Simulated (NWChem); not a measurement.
# Correlation energy of HCl2Ge

```
Ge
H 1 1.5580
Cl 1 2.1641 2 107.17
Cl 1 2.1641 2 107.17 3 -116.05
```
Charge 0, spin multiplicity 2.

The numbers come from NWChem runs, not from measurements. The geometry was optimised at UPBE0/def2-SVP, a minimum by its harmonic frequencies.

Basis set: def2-SVP. Each correlation energy counts from its own Hartree-Fock reference.

The Hamiltonian is non-relativistic. The correlated methods keep 19 core orbitals frozen. The structure started from a generated list of species. The unpaired electrons of the parent sit in orbitals of symmetry a' (Cs labels of the run); other states weren't searched. No SCF solution was tested for a lower state. Open-shell Hartree-Fock references start from PBE0 orbitals. Coupled-cluster values serve here as a point of comparison, not as the truth.

For the correlation energy, UMP2 gives -470.2 mHa and SCS-UMP2 gives -445.5 mHa. What do CCSD on UHF, CCSD[T] on UHF, CCSD(T) on UHF give?

CCSD on UHF: -494.3 mHa; CCSD[T] on UHF: -507.8 mHa; CCSD(T) on UHF: -506.9 mHa.
